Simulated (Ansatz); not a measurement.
## Molecular dynamics of Si16O

Input file:

```yaml
accuracy: low
crystal:
  lattice:
    - [0.0, 5.43, 5.43]
    - [5.43, 0.0, 5.43]
    - [5.43, 5.43, 0.0]
  atoms:
    - { symbol: Si, position: [-0.00910693, -0.00168015, 0.01316215] }
    - { symbol: Si, position: [0.09247513, 0.15800871, 0.12558425] }
    - { symbol: Si, position: [-0.03517616, -0.03453386, 0.54114505] }
    - { symbol: Si, position: [0.13052875, 0.09383923, 0.64731328] }
    - { symbol: Si, position: [-0.04093199, 0.5467109, 0.02014687] }
    - { symbol: Si, position: [0.11942394, 0.62371331, 0.16264577] }
    - { symbol: Si, position: [0.02047554, 0.46304048, 0.52437449] }
    - { symbol: Si, position: [0.17047215, 0.61881431, 0.5861801] }
    - { symbol: Si, position: [0.46200234, -0.04049977, 0.04146665] }
    - { symbol: Si, position: [0.60078959, 0.11644079, 0.14378349] }
    - { symbol: Si, position: [0.50350814, 0.00772158, 0.52834818] }
    - { symbol: Si, position: [0.59755124, 0.13000656, 0.66477619] }
    - { symbol: Si, position: [0.48974161, 0.48383017, 0.02217752] }
    - { symbol: Si, position: [0.5886352, 0.56644021, 0.19595439] }
    - { symbol: Si, position: [0.50680851, 0.48458962, 0.56361408] }
    - { symbol: Si, position: [0.65395304, 0.62286533, 0.65771225] }
    - { symbol: O, position: [0.88892257, 0.78441706, 0.81850437], spin: 1.0 }
magnetization:
  spin_polarized: true
basis:
  ecutwfc: 420.0
kpoints:
  mp_grid: { grid: [2, 2, 2] }
hamiltonian:
  xc: lda
  pseudopotentials: { kind: paw, azcp: { folder: soft_1 } }
scf:
  occupations: { method: fermi_dirac, width: 0.02 }
  lower_state_search: "off"
md:
  timestep: 1
  n_steps: 110
  ensemble: nve
  temperature: 840.0
  initial_velocities: maxwell_boltzmann
  seed: 688872
```

Command:

```bash
$ ansatz run input.yaml --threads 1 --pin off --max-ram 3072MiB --backend cpu --events-out ev --progress --plain --runs-dir out
```

It goes on from the last frame of an earlier run, with new velocities.

Output, in part (warnings, step lines):

```
WARN: the starting moments were not kept: the SCF closed with an absolute magnetisation of 5.3e-6 μB, where they sum to 1 μB in size (1 site). That is at most 0.1 of that sum. Measured as dr2_m measures the in/out step, that magnetisation stands 9.9e-13 eV from none, at or under the dr2_threshold …
md step     0: t =     0.00 fs  T =   840.0 K  F+E_penalty+E_count = -10289.33564658 eV  E_kin = 1.737254 eV  conserved = -10287.59839219 eV  (14 SCF iters)
md step     1: t =     1.00 fs  T =   831.0 K  F+E_penalty+E_count = -10289.31707374 eV  E_kin = 1.718701 eV  conserved = -10287.59837252 eV  (7 SCF iters)
md step     2: t =     2.00 fs  T =   820.3 K  F+E_penalty+E_count = -10289.29492152 eV  E_kin = 1.696578 eV  conserved = -10287.59834316 eV  (7 SCF iters)
md step     3: t =     3.00 fs  T =   808.1 K  F+E_penalty+E_count = -10289.26968940 eV  E_kin = 1.671383 eV  conserved = -10287.59830677 eV  (7 SCF iters)
md step     4: t =     4.00 fs  T =   794.8 K  F+E_penalty+E_count = -10289.24198856 eV  E_kin = 1.643722 eV  conserved = -10287.59826632 eV  (7 SCF iters)
md step     5: t =     5.00 fs  T =   780.5 K  F+E_penalty+E_count = -10289.21250067 eV  E_kin = 1.614276 eV  conserved = -10287.59822419 eV  (7 SCF iters)
md step     6: t =     6.00 fs  T =   765.8 K  F+E_penalty+E_count = -10289.18194332 eV  E_kin = 1.583761 eV  conserved = -10287.59818186 eV  (7 SCF iters)
md step     7: t =     7.00 fs  T =   750.9 K  F+E_penalty+E_count = -10289.15104596 eV  E_kin = 1.552906 eV  conserved = -10287.59814014 eV  (7 SCF iters)
[... lines left out ...]
md step   110: t =   110.00 fs  T =  1031.1 K  F+E_penalty+E_count = -10289.73037329 eV  E_kin = 2.132562 eV  conserved = -10287.59781133 eV  (8 SCF iters)
```

The steps, from the saved trajectory:

| time (fs) | T (K) | potential energy less start (eV) | conserved less start (meV/atom) |
| --- | --- | --- | --- |
| 0 | 840 | 0.000 | 0.00 |
| 3 | 808 | 0.066 | 0.00 |
| 6 | 766 | 0.154 | 0.01 |
| 9 | 722 | 0.245 | 0.02 |
| 12 | 686 | 0.320 | 0.03 |
| 15 | 665 | 0.363 | 0.03 |
| 18 | 664 | 0.364 | 0.03 |
| 21 | 689 | 0.313 | 0.04 |
| 24 | 742 | 0.202 | 0.04 |
| 27 | 825 | 0.031 | 0.03 |
| 30 | 930 | -0.186 | 0.02 |
| 33 | 1045 | -0.423 | 0.01 |
| 36 | 1155 | -0.652 | 0.00 |
| 39 | 1251 | -0.850 | -0.02 |
| 42 | 1319 | -0.991 | -0.05 |
| 45 | 1331 | -1.018 | -0.10 |
| 48 | 1254 | -0.858 | -0.10 |
| 51 | 1134 | -0.606 | 0.09 |
| 54 | 1162 | -0.664 | 0.13 |
| 57 | 1363 | -1.083 | -0.15 |
| 60 | 1469 | -1.307 | -0.29 |
| 63 | 1343 | -1.042 | -0.14 |
| 66 | 1154 | -0.647 | 0.12 |
| 69 | 1146 | -0.633 | 0.01 |
| 72 | 1235 | -0.818 | -0.14 |
| 75 | 1247 | -0.844 | -0.11 |
| 78 | 1185 | -0.714 | -0.05 |
| 81 | 1095 | -0.529 | -0.02 |
| 84 | 1020 | -0.372 | 0.04 |
| 87 | 1022 | -0.375 | 0.07 |
| 90 | 1123 | -0.586 | 0.00 |
| 93 | 1260 | -0.870 | -0.06 |
| 96 | 1359 | -1.074 | -0.08 |
| 99 | 1393 | -1.145 | -0.07 |
| 102 | 1363 | -1.084 | -0.07 |
| 105 | 1271 | -0.892 | -0.06 |
| 108 | 1128 | -0.597 | -0.02 |

The run went to its last step. The conserved energy stayed within 0.29 meV per atom of its start (net change 0.034 meV per atom), so the integration is sound. The kinetic energy rose, since the run started high on the potential surface and went downhill. A run of 0.11 ps of so small a system gives no equilibrium averages. Limits of this set-up: coarse k mesh, PAW files made for another functional, a small cell, in which the defect meets its images, low accuracy level.

Mean squared displacements from the first frame to the last, about the centre of mass: Si 0.18 Å², O 4.19 Å².

Last frame:

```xyz
17
Lattice="0.0000 5.4300 5.4300 5.4300 0.0000 5.4300 5.4300 5.4300 0.0000" Properties=species:S:1:pos:R:3
Si 0.247 0.130 -0.021
Si 1.580 1.529 1.359
Si 2.838 3.056 0.052
Si 4.187 4.225 1.379
Si 3.306 -0.019 2.463
Si 4.139 1.361 4.259
Si 5.415 2.588 2.550
Si 6.783 4.002 3.999
Si 0.172 2.835 2.869
Si 1.662 4.104 4.269
Si 2.629 5.456 2.489
Si 3.937 6.948 3.996
Si 2.997 2.681 5.615
Si 4.507 4.168 6.525
Si 5.407 5.573 5.041
Si 6.768 6.764 6.520
O 7.362 10.097 7.780
```

Run time: 20 min on 1 thread of Arm Neoverse V2, on a shared host, peak memory 0.61 GiB.
